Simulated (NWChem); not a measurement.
## Correlation energy of hydronium (H3O (+1))

```
O
H 1 0.9860
H 1 0.9860 2 112.06
H 1 0.9860 2 112.06 3 -126.98
```
Charge +1, spin multiplicity 1.

All runs are NWChem calculations. Structure: optimised with B3LYP/def2-SVP, a minimum by its harmonic frequencies.

Basis set: 6-311G**. Each correlation energy counts from its own Hartree-Fock reference.

```tsv
method	correlation energy (mHa)	difference from CCSD(T)
SCS-MP2	-215.8	+16.4
CR-CCSD[T]	-231.7	+0.5
MP2	-218.3	+13.9
CR-CCSD(T)	-231.6	+0.6
CCSDT	-232.3	-0.1
CCSD(T)	-232.2	0.0
CCSD	-227.5	+4.7
CCSD+T(CCSD)	-232.3	-0.1
```

The values span 16.6 mHa, from CCSD+T(CCSD) (lowest) to SCS-MP2 (highest). 

The correlated methods keep 1 core orbital frozen. The Pople sets run with spherical d functions. Coupled-cluster values serve here as a point of comparison, not as the truth.
